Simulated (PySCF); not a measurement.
Isomers of C6H11N2P.

All values: PBE0/pcSseg-1 (PySCF) at GFN2-xTB geometries, gas phase, one conformer each.

(1) Rank by HOMO energy, highest first.
A. `CN(C)c1cn(C)cp1`
B. `[CH3:1][CH:2]([CH3:3])[CH2:4][n:5]1[cH:6][p:7][cH:8][n:9]1` with C1–C2–C4–N5 -172°, C2–C4–N5–C6 -103°
C. `[CH3:1][CH2:2][CH2:3][n:4]1[n:5][cH:6][p:7][c:8]1[CH3:9]` with C1–C2–C3–N4 64°, C2–C3–N4–N5 -95°
D. `[CH3:1][N:2]([CH3:3])/[CH:4]=[P:5]/[CH2:6][CH2:7][C:8]#[N:9]` with C4–P5–C6–C7 -82°, P5–C6–C7–C8 -179°

(2) Rank by the lowest IAO charge on any atom, highest value first.
A. `CN1C=PC(N(C)C)=C1`
B. `[CH3:1][N:2]=[P:3]1([NH:4][CH3:5])[CH:6]=[CH:7][CH:8]=[CH:9]1` with N2–P3–N4–C5 -34°
C. `[CH3:1][CH2:2][CH2:3][n:4]1[n:5][cH:6][p:7][c:8]1[CH3:9]` with C1–C2–C3–N4 64°, C2–C3–N4–N5 -95°

(3) Rank by dipole moment, highest first.
A. `[CH3:1][CH:2]([CH3:3])[CH2:4][n:5]1[cH:6][p:7][cH:8][n:9]1` with C1–C2–C4–N5 -172°, C2–C4–N5–C6 -103°
B. `CC(C)(C)C1=NNC=P1`
C. `[CH3:1][CH2:2][CH2:3][n:4]1[cH:5][p:6][c:7]([CH3:8])[n:9]1` with C1–C2–C3–N4 -66°, C2–C3–N4–C5 100°
D. `[CH3:1][N:2]([CH3:3])/[CH:4]=[P:5]/[CH2:6][CH2:7][C:8]#[N:9]` with C4–P5–C6–C7 -82°, P5–C6–C7–C8 -179°
E. `[CH3:1][CH2:2][CH2:3][n:4]1[n:5][cH:6][p:7][c:8]1[CH3:9]` with C1–C2–C3–N4 64°, C2–C3–N4–N5 -95°

## Answers

(1) A (-5.23 eV), D (-5.85 eV), C (-6.62 eV), B (-6.82 eV).

(2) A (-0.331 e), C (-0.427 e), B (-0.800 e).

(3) D (6.52 D), E (3.22 D), A (2.94 D), C (2.53 D), B (2.04 D).

All values together:

```
            SMILES  μ (D)  HOMO (eV)  LUMO (eV)  lowest IAO charge (e)  highest IAO charge (e)  lowest Hirshfeld charge (e)  highest Hirshfeld charge (e)
     CCCn1cpc(C)n1   2.53      -6.59      -0.38             -0.430 (C)              +0.194 (P)                   -0.129 (N)                    +0.055 (H)
   Cc1nn(C(C)C)cp1   2.57      -6.56      -0.32             -0.430 (C)              +0.192 (P)                   -0.125 (C)                  +0.054 (N/H)
CC(C)(C)c1n[nH]cp1   2.04      -6.83      -0.50             -0.413 (C)              +0.303 (H)                   -0.125 (C)                    +0.161 (H)
       CCCCn1cpcn1   2.87      -6.87      -0.49             -0.416 (C)              +0.233 (P)                   -0.122 (N)                    +0.058 (N)
   CN(C)/C=P/CCC#N   6.52      -5.85      -0.86             -0.413 (C)              +0.179 (H)                   -0.241 (N)                    +0.082 (C)
  CN=P1(NC)C=CC=C1   2.99      -5.76      -2.01             -0.800 (N)              +1.459 (P)                   -0.300 (N)                    +0.417 (P)
       CCCn1ncpc1C   3.22      -6.62      -0.29             -0.427 (C)              +0.198 (P)                   -0.124 (N)                  +0.053 (N/H)
     CC(C)Cn1cpcn1   2.94      -6.82      -0.42             -0.423 (C)              +0.227 (P)                   -0.126 (N)                    +0.058 (N)
   CN(C)c1cn(C)cp1   3.33      -5.23       0.09             -0.331 (C)              +0.173 (P)                   -0.091 (C)                    +0.060 (H)
```

Conformers: `[CH3:1][CH2:2][CH2:3][n:4]1[cH:5][p:6][c:7]([CH3:8])[n:9]1` with C1–C2–C3–N4 -66°, C2–C3–N4–C5 100°; `[CH3:1][c:2]1[n:3][n:4]([CH:5]([CH3:6])[CH3:7])[cH:8][p:9]1` with N3–N4–C5–C6 -61°; `[CH3:1][CH2:2][CH2:3][CH2:4][n:5]1[cH:6][p:7][cH:8][n:9]1` with C1–C2–C3–C4 180°, C2–C3–C4–N5 -64°, C3–C4–N5–C6 -76°; `[CH3:1][N:2]([CH3:3])/[CH:4]=[P:5]/[CH2:6][CH2:7][C:8]#[N:9]` with C4–P5–C6–C7 -82°, P5–C6–C7–C8 -179°; `[CH3:1][N:2]=[P:3]1([NH:4][CH3:5])[CH:6]=[CH:7][CH:8]=[CH:9]1` with N2–P3–N4–C5 -34°; `[CH3:1][CH2:2][CH2:3][n:4]1[n:5][cH:6][p:7][c:8]1[CH3:9]` with C1–C2–C3–N4 64°, C2–C3–N4–N5 -95°; `[CH3:1][CH:2]([CH3:3])[CH2:4][n:5]1[cH:6][p:7][cH:8][n:9]1` with C1–C2–C4–N5 -172°, C2–C4–N5–C6 -103°.
